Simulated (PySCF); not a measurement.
**One molecule, many functionals**

C₄H₅ClGe.
Z-matrix (Å and degrees, PBE0-D3(BJ)/def2-SVP geometry), rows numbered from 1:
```
Cl
C   1  1.7334
C   2  1.3448  1  123.92
Ge  3  1.9423  2  106.17  1  -179.98
C   4  1.9472  3   90.08  2     0.14
C   5  1.3444  4  107.40  3    -0.21
H   3  1.0898  2  123.06  1    -0.13
H   4  1.5383  3  113.94  2  -116.17
H   4  1.5379  3  114.06  2   117.03
H   5  1.0914  4  129.92  3  -179.78
H   6  1.0944  2  118.49  1    -0.24
```

Linear-response calculations in the def2-SVPD basis (PySCF; singlets by full response, triplets Tamm–Dancoff, core orbitals frozen in the response; HF means time-dependent Hartree–Fock). 'Strongest' is the level of largest summed f among the singlets computed (10 roots, of which the last may lack a degenerate partner); it can jump between rows when another state enters that window. S1 is the lowest singlet of each run and needn't be the same state throughout; f(S1) is that of one state. Isolated species at its PBE0-D3(BJ)/def2-SVP geometry, gas phase. Relativistic effects, spin–orbit coupling among them, are left out although an element past zinc is present.

| functional | kind | S1 (eV) | f(S1) | strongest (eV) | T1 (eV) | HOMO (eV) | gap (eV) | ionisation energy, ΔSCF (eV) |
| --- | --- | --- | --- | --- | --- | --- | --- | --- |
| LDA | LDA | 4.11 | 0.035 | 5.20 | 2.90 | -6.13 | 3.32 | 8.93 |
| PBE | GGA | 4.13 | 0.036 | 5.24 | 2.74 | -5.96 | 3.34 | 8.70 |
| B3LYP | global hybrid, 20% exact exchange | 4.35 | 0.042 | 6.94 | 2.76 | -6.77 | 4.84 | 8.78 |
| PBE0 | global hybrid, 25% exact exchange | 4.44 | 0.044 | 7.12 | 2.72 | -7.00 | 5.25 | 8.80 |
| BHandHLYP | global hybrid, 50% exact exchange | 4.60 | 0.050 | 7.50 | 2.69 | -7.85 | 7.14 | 8.68 |
| CAM-B3LYP | range-separated hybrid | 4.57 | 0.047 | 7.35 | 2.79 | -8.24 | 7.62 | 8.88 |
| wB97X-D | range-separated hybrid | 4.58 | 0.048 | 7.41 | 2.87 | -8.80 | 8.81 | 8.86 |
| LC-wPBE | range-separated hybrid | 4.80 | 0.050 | 6.89 | 2.75 | -9.60 | 10.05 | 9.04 |
| HF | Hartree–Fock | 4.77 | 0.061 | 7.62 | 2.29 | -9.12 | 10.95 | not settled |

S1 runs from 4.11 eV (LDA) to 4.80 eV (LC-wPBE), a spread of 0.69 eV, while the orbital gap spreads over 7.6 eV. Along PBE (0%), B3LYP (20%), PBE0 (25%), BHandHLYP (50%), HF (100%) S1 rises with the share of exact exchange. −ε(HOMO) comes closest to its own ΔSCF ionisation energy with wB97X-D (-0.07 eV) and misses most with LDA (-2.80 eV). 'Not settled' means that the ion's SCF failed to converge or may have ended in another state than the lowest.
